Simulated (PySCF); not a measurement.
Compound: C5H7O2 (doublet state).
Numbering: `[CH3:1][C:2](=[O:3])[CH:4][C:5]([CH3:6])=[O:7]` (hydrogens: H8, H9, H10 on C1; H11 on C4; H12, H13, H14 on C6)

Geometry (GFN2-xTB, Å), atoms numbered from 1 in this order:
```
atom  x, y, z in Å
C1     2.3111   -0.0270   -0.3768
C2     0.8460    0.3835   -0.2964
O3     0.4014    1.2538   -1.0247
C4     0.1135   -0.4052    0.6427
C5    -1.3213   -0.4406    0.7817
C6    -2.1594    0.2584   -0.2453
O7    -1.7860   -0.9625    1.7859
H8     2.8078    0.2981    0.5353
H9     2.7698    0.4570   -1.2343
H10    2.4126   -1.1054   -0.4620
H11    0.6660   -0.9905    1.3627
H12   -2.0737   -0.2672   -1.1947
H13   -3.1961    0.2767    0.0791
H14   -1.7926    1.2705   -0.4052
```

The hyperfine couplings belong to this conformer and change with its torsions.

Computed with PySCF 2.14.0, UKS B3LYP, pcH-1 on C H O, non-relativistic, mean-field spin-orbit, GIAO. The structure is a single GFN2-xTB conformer in the gas phase; no vibrational or solvent corrections. A GFN2-xTB geometry isn't a minimum of the functional, and hyperfine couplings can be far from their values at a DFT geometry. The frame is twisted about the C2–C4 bond at this geometry (dihedral O3–C2–C4–C5 = 9°); couplings at other torsion angles weren't computed. Stability of the SCF solution: not tested.

(1) The isotropic 13C couplings, averaged over equivalent nuclei, are +60.2, -34.5, +1.0 MHz. Assign them to C1/C6; C2/C5; C4.

(2) The isotropic 1H couplings, averaged over equivalent nuclei, are -48.0, -1.8 MHz. Assign them to H8 (×6); H11.

Answers

(1) 
```
 site  a_iso (MHz)  ρ(0) (bohr⁻³)                 position  distance from C4 (Å)  spin population  largest |T| (MHz)
C1/C6         +1.0        +0.0009          2 bonds from C4                  2.49            +0.01                2.0
C2/C5        -34.5        -0.0307           1 bond from C4                  1.44            -0.12               14.9
   C4        +60.2        +0.0536  largest spin population                  0.00            +0.78              118.6
```

(2) 
```csv
site,a_iso (MHz),ρ(0) (bohr⁻³),position,distance from C4 (Å),bound to,spin population there,largest |T| (MHz)
H8 (×6),-1.8,-0.0004,"γ, 3 bonds from C4",2.97,C1/C6,+0.01,3.7
H11,-48.0,-0.0107,"α, 1 bond from C4",1.08,C4,+0.78,29.1
```

ρ(0) is the spin density at the nucleus and T the dipolar tensor; entries for several nuclei are means. Largest spin populations (Mulliken): C4 (+0.78), O7 (+0.26), O3 (+0.23) and C5 (-0.13). Three atoms exceed +0.15. The positive populations add up to 1.28 and the negative ones to -0.28, together 2S = 1. The angles at C4 add up to 359.9°, so it is planar; its axial dipolar tensor and the negative coupling of its proton fit spin in a p orbital normal to that plane.

The spin density at the nucleus, in bohr⁻³, is negative for C2/C5 (-0.0307) and H11 (-0.0107), for instance. A restricted open-shell determinant has no negative spin density anywhere; here it arises because α and β orbitals differ (spin polarisation).

Nuclei that the bonding pattern makes equivalent are averaged, as if the motion that swaps them (rotation, inversion, ring flip) were fast. The six 1H nuclei of mean -1.8 MHz run from -7.8 to 2.3 MHz in the frozen geometry.
